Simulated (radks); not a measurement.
The numbers below are computed, except where a source is named.
Question: Al+, configuration [Ne] 3s2. Level of theory: scalar-relativistic Kohn-Sham, r2SCAN, spin-polarised, spherical densities, finite nucleus; meta-GGA in the generalised Kohn-Sham scheme; Fermi nuclear charge, rms radius 3.061 fm (a radial shooting solver on a logarithmic mesh with Libxc functionals). Some entries of the table are withheld. Estimate them.

orbital  occ.  eigenvalue (eV)  <r> (bohr)
1s          2        -1529.934      0.1202
2s          2        -120.1104      0.6231
2p          6         -79.8117      0.6015
3s          2              (1)         (2)

Answer: 
(1) 3s eigenvalue (eV): -14.9623
(2) 3s <r> (bohr): 2.394
